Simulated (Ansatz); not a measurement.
A structure relaxed at PBE0-D4/def2-TZVP, charge 0, multiplicity 1:

Cartesian coordinates in Å:
```
C -2.214 -1.094 1.715
C -1.496 0.225 1.942
C -1.037 0.891 0.656
N -0.058 0.085 -0.043
C 0.402 0.682 -1.278
C 1.415 -0.192 -1.994
C 2.704 -0.400 -1.214
H -2.503 -1.559 2.661
H -1.580 -1.792 1.166
H -3.124 -0.944 1.126
H -0.625 0.068 2.591
H -2.149 0.921 2.478
H -1.898 1.025 -0.011
H -0.660 1.905 0.881
H 0.731 -0.077 0.571
H -0.472 0.823 -1.923
H 0.835 1.689 -1.121
H 0.953 -1.160 -2.211
H 1.647 0.274 -2.957
H 2.535 -0.965 -0.293
H 3.434 -0.961 -1.801
H 3.161 0.557 -0.943
```

(1) Give its formula and SMILES.

(2) Point group (tolerance 0.08 Å, 0.16 Å for H)?

(3) Summarise the bond lengths by kind.

Answers

(1) C6H15N, `CCCNCCC`.

(2) C1.

(3) 4 × C–C 1.518 to 1.520 Å; 14 × C–H 1.091 to 1.107 Å; 2 × C–N 1.446 to 1.448 Å; 1 × H–N 1.013 Å.

Program: Ansatz 0.2.0.
